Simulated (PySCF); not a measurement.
Zn(SeH)(SiH3) (H4SeSiZn), SMILES [SiH3][Zn][SeH].

Geometry: B3LYP-D3(BJ)/def2-SVP. The structure was generated by enumeration; whether it is a known compound was not checked. The values are those of a single conformer.

Level of theory: TDDFT-PBE/def2-SVPD (PySCF).

Vertical excitations. Isolated molecule, no solvent.

Computed excitation energies, oscillator strengths and character:
| state | energy (eV) | λ (nm) | f | main pairs |
|---|---|---|---|---|
| S1 | 3.87 | 320 | 0.000 | HOMO→LUMO 100 % |
| S2 | 4.44 | 279 | 0.026 | HOMO→LUMO+1 59 %, HOMO→LUMO+2 35 % |
| S3 | 4.45 | 279 | 0.027 | HOMO→LUMO+2 64 %, HOMO→LUMO+1 33 % |
| S4 | 4.78 | 259 | 0.008 | HOMO−1→LUMO 97 % |
| S5 | 5.10 | 243 | 0.007 | HOMO−1→LUMO+1 97 % |
| S6 | 5.41 | 229 | 0.013 | HOMO→LUMO+3 99 % |
| S7 | 5.73 | 216 | 0.534 | HOMO−1→LUMO+2 69 %, HOMO−1→LUMO+3 23 % |
| S8 | 5.96 | 208 | 0.002 | HOMO→LUMO+4 100 % |
| S9 | 6.24 | 199 | 0.283 | HOMO−1→LUMO+3 66 %, HOMO−1→LUMO+2 12 % |
| S10 | 6.41 | 193 | 0.000 | HOMO→LUMO+5 100 % |
| T1 | 3.79 | 327 | 0 | HOMO→LUMO 100 % |
| T2 | 3.97 | 312 | 0 | HOMO→LUMO+1 99 % |
| T3 | 4.16 | 298 | 0 | HOMO→LUMO+2 99 % |
| T4 | 4.32 | 287 | 0 | HOMO−1→LUMO 98 % |
Triplets are in the Tamm–Dancoff approximation, which puts them higher than full response would, so one can lie above its singlet here.
